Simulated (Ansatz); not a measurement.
One change: `[OH][Al]([OH])[SiH3]` becomes `[OH][Al]([SiH3])[SnH3]`.

Ansatz, PBE0-D4/def2-TZVP geometries, multiplicity 1. Each molecule was computed in one conformer, which needn't be the lowest.

Elements past krypton have def2 core potentials.

| property | `[OH][Al]([OH])[SiH3]` |
| --- | --- |
| HOMO–LUMO gap (B3LYP/def2-TZVPP) / eV | 6.96 |
| HOMO–LUMO gap (PBE/def2-TZVPP) / eV | 5.47 |
| LUMO energy (PBE0/def2-TZVPP) / eV | -0.70 |
| LUMO energy (B3LYP/def2-TZVPP) / eV | -0.87 |
| size of the dipole moment (B3LYP/def2-TZVPP) / D | 2.50 |
| size of the dipole moment (ωB97M-V/def2-TZVPP) / D | 2.57 |

Task: Give the same properties after the change, and the shifts. (An estimate is asked.)

Result: Computed: 
| property | `[OH][Al]([SiH3])[SnH3]` | shift |
| --- | --- | --- |
| HOMO–LUMO gap (B3LYP/def2-TZVPP) / eV | 4.81 | -2.15 |
| HOMO–LUMO gap (PBE/def2-TZVPP) / eV | 3.46 | -2.01 |
| LUMO energy (PBE0/def2-TZVPP) / eV | -1.87 | -1.17 |
| LUMO energy (B3LYP/def2-TZVPP) / eV | -2.03 | -1.16 |
| size of the dipole moment (B3LYP/def2-TZVPP) / D | 1.81 | -0.69 |
| size of the dipole moment (ωB97M-V/def2-TZVPP) / D | 1.81 | -0.76 |

With PBE0 the HOMO rises by 1.01 eV and the LUMO falls by 1.17 eV, so the gap narrows by about 2.18 eV. PBE moves the HOMO by 0.89 eV and ωB97M-V by 1.17 eV. Dipoles are sizes alone; their direction can turn.

B3LYP here is the variant with VWN-RPA as its local correlation; programs differ in this.
